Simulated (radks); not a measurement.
Values are calculated unless marked as measured or tabulated.
Species: Ir4+. Configuration: [Xe] 4f14 5d5 (the NIST ground configuration). Level of theory: non-relativistic Kohn-Sham, PBE, spin-polarised, spherical densities, point nucleus; open shells are filled with parallel spins first (spin-orbit coupling, left out, can overturn this in heavy ions); relativity is left out, which matters for an element this heavy (a radial shooting solver on a logarithmic mesh with Libxc functionals). Some entries of the table are withheld. Estimate them.

orbital,occ.,eigenvalue (eV),<r^2> (bohr^2)
1s down,1,-69315.76,0.0005168
1s up,1,-69315.75,0.0005168
2s up,1,-11540.83,0.008060
2s down,1,-11540.40,0.008060
2p up,3,-11084.52,0.005951
2p down,3,-11084.20,0.005951
3s up,1,-2712.656,0.05015
3s down,1,-2712.498,0.05014
3p up,3,-2499.006,0.04625
3p down,3,-2498.842,0.04625
3d up,5,-2100.643,0.03576
3d down,5,-2100.359,0.03576
4s up,1,-599.9022,0.2430
4s down,1,-599.5805,0.2429
4p up,3,-508.8706,0.2504
4p down,3,-508.5264,0.2502
4d up,5,-342.1040,0.2671
4d down,5,-341.6814,0.2667
5s up,1,-125.9256,1.280
5s down,1,-122.4284,1.264
4f up,7,-120.7776,0.3311
4f down,7,-120.1538,0.3268
5p up,3,-97.6725,1.511
5p down,3,-93.8611,1.496
5d up,5,(1),2.426
5d down,0,(2),2.472
6s up,0,-39.2177,6.558
6s down,0,-36.6271,6.747
6p up,0,-31.7888,8.310

Answer. 
(1) 5d up eigenvalue (eV): -53.2299
(2) 5d down eigenvalue (eV): -49.1166
